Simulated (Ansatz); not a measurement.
Gas-phase reaction in SMILES: [NH]BN → N[B]N
Each molecule is optimised on its own at B3LYP-D3(BJ)/def2-TZVP (Ansatz, a program for electronic structure), one conformer each, not searched for the lowest.

Quantity: isomerisation energy (electronic energy difference), in kJ/mol. Cores are frozen in the correlated levels unless marked. UHF or UKS for open shells. No spin-orbit coupling. No relativistic terms. CBS marks a two-point X^-3 extrapolation of the correlation energy; Hartree-Fock from the larger set. The bracket is a focal-point correction in the basis named.

```tsv
level	program	isomerisation energy (kJ/mol)
HF/cc-pVDZ	Ansatz	3.6
BLYP/def2-TZVPD	Ansatz	-24.1
```

Task: Estimate the value at RI-MP2/CBS(aug-cc-pVTZ,aug-cc-pVQZ)+[CCSD(T)-MP2]/aug-cc-pVTZ as computed with Ansatz.

Result: -35.3 kJ/mol
